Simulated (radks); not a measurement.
Problem. Radial electron density D(r) = 4 pi r^2 rho(r) of an atom or ion with 5 electrons. All-electron calculation, scalar-relativistic Kohn-Sham, PW91, spin-unpolarised, spherical densities, finite nucleus; Fermi nuclear charge, rms radius of each element as measured or else 0.836 A^(1/3) + 0.57 fm. Program: a radial shooting solver on a logarithmic mesh with Libxc functionals.

r (bohr)  D(r) (e/bohr)
0.008852         0.1616
0.009901         0.1987
0.01107          0.2438
0.01239          0.2985
0.01385          0.3646
0.01562          0.4503
0.01747          0.5466
0.01954          0.6611
0.02186          0.7964
0.02445          0.9551
0.02757           1.154
0.03083           1.369
0.03449           1.614
0.03858           1.889
0.04349           2.216
0.04865           2.550
0.05441           2.904
0.06086           3.270
0.06808           3.637
0.07676           4.013
0.08585           4.327
0.09603           4.584
0.1074            4.761
0.1201            4.836
0.1355            4.787
0.1515            4.611
0.1695            4.314
0.1895            3.916
0.212             3.455
0.239             2.948
0.2674            2.527
0.2991            2.217
0.3345            2.067
0.3741            2.103
0.4218            2.340
0.4718            2.699
0.5278            3.110
0.5903            3.478
0.6603            3.709
0.7444            3.727
0.8327            3.509
0.9314            3.094
1.042             2.558
1.165             1.992
1.314             1.448
1.469             1.055
1.644            0.7851
1.838            0.6181
2.073            0.5114
2.318            0.4401
2.593            0.3703
2.9              0.2932
3.244            0.2130
3.658            0.1355
4.091           0.07957
4.576           0.04163
5.119           0.01884
5.725          0.007017
6.455          0.001926
7.22          0.0004629

What is the nuclear charge?

Solution. Z = 8. The innermost maximum, from 1s, lies near gamma/Z bohr with gamma = sqrt(1 - (Z/c)^2) = 0.998, here 0.125 bohr (found: 0.122), and its height grows with Z. The density is that of the oxygen ion O3+ in 1s1 2s2 2p1 3d1; the configuration itself is not fixed sharply by these data. D(r) has 2 maxima, at r = 0.122, 0.710 bohr, and minima at 0.345 bohr, inside which lie 1.07 electrons.
